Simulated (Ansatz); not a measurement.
Basis sets compared for BCl2(SiH3) (SiBH₃Cl₂). Charge 0, multiplicity 1. Geometry PBE-D4/def2-SVP. Ansatz on 4 threads of Arm Neoverse V1 on a shared host; times are rough, and most runs start from earlier orbitals.

Cartesian coordinates in Å:
```
B 0.564 0.238 -0.945
Cl 2.066 -0.595 -1.327
Cl -0.087 1.374 -2.121
Si -0.431 -0.159 0.777
H -1.255 1.018 1.224
H 0.511 -0.563 1.878
H -1.367 -1.314 0.515
```

Binding counts from free atoms (B doublet, Cl doublet, Si triplet, H doublet) in the same basis, without a counterpoise term.

```json
{"level": "PBE-D4/def2-SVP", "functions": "83", "energy (Eh)": "-1235.6432", "HOMO (eV)": "-7.02", "LUMO (eV)": "-2.91", "binding per atom (eV)": "3.29", "wall time": "0.6 s"}
{"level": "PBE-D4/def2-TZVP", "functions": "160", "energy (Eh)": "-1236.0887", "HOMO (eV)": "-7.17", "LUMO (eV)": "-3.16", "binding per atom (eV)": "3.27", "wall time": "1.3 s"}
{"level": "r2SCAN-D4/def2-TZVP", "functions": "160", "energy (Eh)": "-1236.5503", "HOMO (eV)": "-7.47", "LUMO (eV)": "-2.96", "binding per atom (eV)": "3.26", "wall time": "2.7 s"}
{"level": "PBE0-D4/def2-SVP", "functions": "83", "energy (Eh)": "-1235.7567", "HOMO (eV)": "-8.35", "LUMO (eV)": "-2.09", "binding per atom (eV)": "3.26", "wall time": "0.8 s"}
{"level": "PBE0-D4/def2-TZVP (with forces)", "functions": "160", "energy (Eh)": "-1236.1976", "HOMO (eV)": "-8.43", "LUMO (eV)": "-2.28", "binding per atom (eV)": "3.23", "wall time": "2 s"}
```

Task: Estimate the rows for PBE-D4/def2-TZVPD, r2SCAN-D4/def2-TZVPD, PBE0-D4/def2-TZVPD.

Result: 
| level | functions | energy (Eh) | HOMO (eV) | LUMO (eV) | binding per atom (eV) | wall time |
| --- | --- | --- | --- | --- | --- | --- |
| PBE-D4/def2-TZVPD | 199 | -1236.0901 | -7.21 | -3.23 | 3.26 | 1.8 s |
| r2SCAN-D4/def2-TZVPD | 199 | -1236.5512 | -7.49 | -3.00 | 3.26 | 3.6 s |
| PBE0-D4/def2-TZVPD | 199 | -1236.1987 | -8.46 | -2.34 | 3.23 | 2.3 s |
